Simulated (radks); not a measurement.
Results of a calculation; reference values are marked as such.
All-electron atom: the hafnium ion Hf68+ in [He] 2s2. Level of theory: scalar-relativistic Kohn-Sham, OLYP, spin-polarised, spherical densities, point nucleus (a radial shooting solver on a logarithmic mesh with Libxc functionals).

Unscreened Slater integrals over Kohn-Sham orbitals (cm^-1). They are taken over the spin-up orbitals.

integral,value
"F0(2s,2s)",2580400
"F0(2s,1s)",3650300
"G0(2s,1s)",386310
"F0(1s,1s)",1.1022e+07
